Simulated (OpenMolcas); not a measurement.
# 5d⁵ along the 73-electron sequence

| Property | Result |
| --- | --- |
| Program | OpenMolcas |
| Method | MS-CASPT2, IPEA 0.25 Eh, imaginary shift 0.1 Eh |
| Basis | ANO-RCC-VQZP |
| Scalar Hamiltonian | DKH2, point nucleus |
| Spin-orbit coupling | RASSI with atomic mean-field integrals over the reference wave functions, term energies averaged over their components |

Active space for each ion: 5 electrons in 10 orbitals (5d 6d); closed shells correlated by CASPT2: 5s 5p.

Computed levels in cm-1 above ⁶S_5/2:

| Level | Re2+ | Os3+ | Pt5+ | Au6+ |
| --- | --- | --- | --- | --- |
| ⁴G_7/2 | 18260 | 20900 | 25370 | 27420 |
| ⁴G_11/2 | 19310 | 22140 | 27150 | 29520 |
| ⁴G_9/2 | 19720 | 22790 | 28380 | 31110 |
| ⁴P_1/2 | 20590 | 24180 | 30250 | 33150 |
| ⁴D_7/2 | 22790 | 26900 | 34290 | 38010 |
| ⁴D_1/2 | 25330 | 30290 | 39510 | 44340 |
| ²I_11/2 | 27970 | 32130 | 40170 | 44430 |
| ²I_13/2 | 30450 | 35190 | 44500 | 49430 |
| ²H_9/2 | 35050 | 40820 | 51540 | 57040 |
| weight of ⁶S in the lowest level (%) | 90 | 88 | 82 | 78 |

Mixed levels, with the weight of the term that names them: Re2+ ⁴G_7/2 (70 %), Re2+ ⁴P_1/2 (60 %), Re2+ ⁴D_7/2 (73 %), Re2+ ⁴D_1/2 (64 %), Re2+ ²H_9/2 (51 %), Os3+ ⁴G_7/2 (68 %), Os3+ ⁴P_1/2 (60 %), Os3+ ⁴D_7/2 (70 %), Os3+ ⁴D_1/2 (65 %), Os3+ ²H_9/2 (51 %), Pt5+ ⁴G_7/2 (61 %), Pt5+ ⁴G_11/2 (75 %), Pt5+ ⁴P_1/2 (59 %), Pt5+ ⁴D_7/2 (61 %), Pt5+ ⁴D_1/2 (66 %), Pt5+ ²I_11/2 (71 %), Pt5+ ²H_9/2 (52 %), Au6+ ⁴G_7/2 (57 %), Au6+ ⁴G_11/2 (71 %), Au6+ ⁴P_1/2 (59 %), Au6+ ⁴D_7/2 (54 %), Au6+ ⁴D_1/2 (67 %), Au6+ ²I_11/2 (68 %), Au6+ ²H_9/2 (52 %).

Measured, with the error of the calculation in %. Measured levels: Re2+ from the list in Brasseur, Gamrath and Quinet, At. Data Nucl. Data Tables 157, 101636 (2024).

```csv
Level,Re2+
⁴G_7/2,16890 (+8.1)
⁴G_11/2,18020 (+7.2)
⁴G_9/2,18346 (+7.5)
⁴D_7/2,20453 (+11.4)
²I_11/2,26170 (+6.9)
²I_13/2,28588 (+6.5)
```

⁴G_7/2 changes by a factor of 1.5 over the same range, with steps per unit of Z of +2640, +2240, +2050 cm-1.

CASPT2 breaks the degeneracy within a term, and the mean is taken; among the terms shown or strongly mixed into the levels shown the widest spread is 660 cm-1 (5d⁵ ²I, Au6+). Active for correlation alone: 6d; no level in the range computed is led by a configuration that fills it, so any true level of that kind is missing. The CASPT2 spread within a term exceeds the gap to the next term for 5d⁵ ²F(1) and 5d⁵ ⁴F, so the order of their levels is uncertain, and so are names and mixing where such terms share a J (figures for Re2+; the like holds for Os3+). Measured partners are found by configuration, term and J. A level has none where our copy of the source lacks it or the pairing is in doubt (some pairs that miss far off the trend of their configuration count as doubtful), and it then counts in no deviation. Only configurations of the active space appear.

A number in round brackets counts repeated terms of one configuration in the order of the reference energies.
